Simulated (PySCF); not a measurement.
```xyz
5

B     -0.7508    -0.1796     0.4009
B      0.7664    -0.1933     0.0093
O     -0.0389     0.9319    -0.0152
H     -1.8857    -0.2623     0.7131
H      1.9090    -0.2967    -0.2662
```

Charge 0, multiplicity 1.

### Question
Give the Mulliken and meta-Löwdin atomic charges from PBE-D3(BJ)/def2-TZVP // B3LYP-D3(BJ)/def2-TZVP (PySCF).

### Answer

```tsv
atom	Mulliken (e)	meta-Löwdin (e)
B1	-0.01	0.10
B2	-0.01	0.10
O3	-0.14	-0.28
H4	0.08	0.04
H5	0.08	0.04
```
